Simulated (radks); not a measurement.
The aluminium ion Al+, configuration [Ne] 3s1 3p1 (not the ground configuration).

All-electron calculation, non-relativistic Kohn-Sham, LDA (Slater exchange, Perdew-Wang correlation), spin-polarised, spherical densities, point nucleus; open shells are filled with parallel spins first. Program: a radial shooting solver on a logarithmic mesh with Libxc functionals.

Energy parts (hartree):
| part | energy |
|---|---|
| total | -240.92296 |
| kinetic | 240.30676 |
| electron-nucleus | -572.30111 |
| Hartree | 108.32196 |
| exchange-correlation | -17.25057 |

Orbitals (lengths in bohr, moments of r in powers of bohr):
orbital,occ.,eigenvalue (hartree),<1/r>,<r^4>
1s up,1,-55.52370,12.53,0.001004
1s down,1,-55.51567,12.53,0.001003
2s up,1,-4.29847,2.322,0.4296
2s down,1,-4.28789,2.324,0.4231
2p up,3,-2.92806,2.206,0.4982
2p down,3,-2.91580,2.210,0.4829
3s up,1,-0.60319,0.5804,62.90
3s down,0,-0.50648,0.5734,73.42
3p up,1,-0.38529,0.4792,134.9
3p down,0,-0.29875,0.4489,199.6

The highest occupied level is 3p up at -10.484 eV. The configuration is held as typed, so some empty levels lie below it. Spin moment in Bohr magnetons: 2. The density falls to 0.001 e/bohr^3 at r = 4.07 bohr. Summed over all electrons, <r^2> = 18.97 bohr^2, which gives a Langevin (diamagnetic) susceptibility term of -15 x 10^-6 cm^3/mol. The electron density at the nucleus is 1391 e/bohr^3. Virial ratio -V/T = 2.00256.
